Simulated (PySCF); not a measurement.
This PySCF input asks for the NMR shieldings of SMILES [H][As]([H])C, CH5As; the geometry comes from PBE0-D3(BJ)/def2-SVP.

```python
import basis_set_exchange as bse
import numpy as np
from pyscf import gto, dft
from pyscf.prop import nmr

atoms = """
As    0.469853    0.787126    0.890886
H     1.740174    0.838133    0.045650
H    -0.166545    1.923605    0.094640
C    -0.384930   -0.670921   -0.127437
H     0.113643   -1.616430    0.128502
H    -0.334766   -0.517226   -1.212778
H    -1.437439   -0.744297    0.180547
"""
names = dict.fromkeys(["As", "H", "C"], "pcSseg-1")
basis = {el: gto.basis.parse(bse.get_basis(n, elements=[el], fmt="nwchem")) for el, n in names.items()}
mol = gto.M(atom=atoms, basis=basis, charge=0, verbose=0)
mf = dft.RKS(mol, xc="HYB_GGA_XC_WB97X_D")
mf.grids.level = 2
mf.grids.alignment = dft.numint.BLKSIZE   # the property module wants whole blocks of grid points
mf.conv_tol = 1e-9
mf.kernel()

calc = nmr.RKS(mf)   # GIAO
C = mf.mo_coeff
Co = C[:, mf.mo_occ > 0]
resp = mf.gen_response(singlet=True, hermi=2)
def vind(x):   # induced exchange potential for any number of trial vectors
    d = np.einsum("pi,xij,qj->xpq", C, 2 * x.reshape(-1, C.shape[1], Co.shape[1]), Co, optimize=True)
    return np.einsum("xpq,pi,qj->xij", resp(d - d.transpose(0, 2, 1)), C, Co, optimize=True).ravel()
mo1, _ = nmr.rhf.solve_mo1(calc, with_cphf=vind)
sigma = calc.kernel(mo1)
for i, s in enumerate(sigma):   # ppm
    w = np.linalg.eigvalsh((s + s.T) / 2)
    print("%2d %-2s iso %8.1f  s11 %8.1f  s22 %8.1f  s33 %8.1f" % (i, mol.atom_pure_symbol(i), w.mean(), *w))
```

Task: Give the expected output.

Result: 
```
 0 As iso   1700.7  s11   1568.7  s22   1687.0  s33   1846.4
 1 H  iso     28.4  s11     21.6  s22     24.2  s33     39.3
 2 H  iso     28.4  s11     21.6  s22     24.2  s33     39.3
 3 C  iso    186.9  s11    177.7  s22    189.8  s33    193.2
 4 H  iso     30.8  s11     25.6  s22     28.0  s33     39.0
 5 H  iso     29.9  s11     23.5  s22     27.8  s33     38.4
 6 H  iso     30.8  s11     25.6  s22     28.0  s33     39.0
```

These numbers come from an equivalent density-fitted implementation of the same equations, which agrees with the script to about 0.01 ppm for H and up to a few tenths of a ppm for heavy atoms, so last digits may differ.

Task: Turn these shieldings into chemical shifts. References, each an isolated molecule treated in the same way: AsH3 for 75As (σref 1895.54); 1H (σref 31.38) and 13C (σref 184.54) against TMS.

Result: Averaging equivalent atoms: As 0: 195; H 1/2: 3.02; H 4/5/6: 0.86; C 3: -2.4 ppm. 

Relativistic effects, spin–orbit coupling among them, are left out; they matter for As and for the light atoms bonded to it.

Size and cost of the density-fitted run: 83 basis functions, 3.6 s wall time on 1 thread of an Arm Neoverse V2, shared host.
